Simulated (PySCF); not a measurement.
## Radial density of Bi⁺ (bismuth, charge +1)

M06-2X, [Xe] 4f14 5d10 6s2 6p1 6d1, one real determinant (an excited configuration). All numbers are calculated (PySCF 2.14, scalar relativity through the core potential, in aug-cc-pwCVTZ-PP with ECP60MDF (8s7p6d4f1g, 96 functions)). This is the valence pseudo-density: the core potential removes the inner electrons and smooths the orbitals near the nucleus.

```csv
r (bohr),4πr²ρ (e/bohr),4πr²(ρα − ρβ)
0.00953,1.769e-05,0.0000
0.0160,4.338e-05,0.0000
0.0270,8.542e-05,0.0000
0.0453,0.0001195,0.0000
0.0763,0.0002078,0.0000
0.128,0.001112,0.0000
0.216,0.01610,0.0001
0.363,0.5256,0.0048
0.611,10.94,0.0859
1.03,19.99,-0.0130
1.73,5.726,0.3609
2.91,1.155,0.5584
4.89,0.2739,0.2625
8.22,0.03326,0.0333
```

⟨L²⟩ = 8.01 against 12 for a pure F term, so this real determinant mixes terms. Energies and moments cover only the electrons outside the core potential. Spin-orbit coupling, absent here, splits the open shell strongly. The outer electron is Rydberg-like, and this basis confines it to a smaller radius and binds it less than a complete one would.

Question: Where is the radial spin density 4πr²(ρα − ρβ) most negative, and why is it negative at all?

Answer: Around r = 1.03 bohr, down to -0.0130 e/bohr: exchange with the open shell polarises the paired shells in an unrestricted calculation.
